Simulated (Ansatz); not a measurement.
A made-up structure of CH$_{2}$SSe, singlet:

S1  (0.797, 1.153, 0.202)
C2  (-0.368, -0.306, 0.365)
Se3  (-0.781, -1.397, -0.741)
H4  (-0.768, -0.336, 1.381)
H5  (1.095, 0.906, -1.101)
(Å)

It is relaxed with PBE-D4/def2-SVP and then PBE0-D4/def2-TZVP (Ansatz 0.2.0). Atoms count as bonded within 1.22 times the sum of their covalent radii (H–H: 0.88 Å). The end point is not checked to be a true minimum.

(1) Does its bonding change? (Judge from chemistry; the calculation decides.)

Answers

(1) The calculation gives: No: no bond forms or breaks.

Where it ends: The first stage lowers the energy by 0.69 eV in 6 steps. It ends as CH₂SSe ([SH][CH][Se]):
```xyz
5
angstrom
S 0.7433 1.0918 0.2223
C -0.3194 -0.2351 0.3798
Se -0.7858 -1.4406 -0.8171
H -0.7267 -0.2770 1.3897
H 1.0645 0.8809 -1.0691
```

Labels in which every atom is bracketed show which atoms are joined, not bond orders.

For scale, one of the runs: PBE0-D4/def2-TZVP relaxation, 128 basis functions, launched by `ansatz run in.yaml --threads 2 --pin off --events-out ev --progress --plain --max-ram 4352MiB`. The run took about 33 s on 2 CPU threads of an Arm Neoverse N1 (shared host).
